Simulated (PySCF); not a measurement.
Al(H)(Cl)(OMe) (CH4AlClO), SMILES C[O][AlH][Cl]. Heavy atoms are numbered as in [AlH:1]([Cl:3])[O:4][CH3:5]. Hydrogens are named by the atom that carries them.

The structure is a stationary point at PBE-D3(BJ)/def2-SVP. The values are those of a single conformer.

Level of theory: PBE0/pcSseg-1 run with PySCF.

GIAO shieldings, no solvent; atoms alike by connectivity are averaged. δ = σ(ref) − σ: ¹H against TMS (σ = 31.56 ppm); ³⁵Cl against HCl (σ = 945.9 ppm); ¹⁷O against H2O (σ = 334.2 ppm); ¹³C against TMS (σ = 186.3 ppm), references at their B3LYP-D3(BJ)/def2-TZVP geometries, non-relativistic (without spin–orbit terms, shifts of atoms bonded to Cl or Br come out too high).

Computed chemical shifts:
```json
[
 {"nucleus": "¹H", "atoms": "H on Al1", "count": "1", "δ (ppm)": "4.62"},
 {"nucleus": "¹H", "atoms": "H on C5", "count": "3", "δ (ppm)": "4.47"},
 {"nucleus": "³⁵Cl", "atoms": "Cl3", "count": "1", "δ (ppm)": "15.6"},
 {"nucleus": "¹⁷O", "atoms": "O4", "count": "1", "δ (ppm)": "61.6"},
 {"nucleus": "¹³C", "atoms": "C5 (CH3)", "count": "1", "δ (ppm)": "58.7"}
]
```
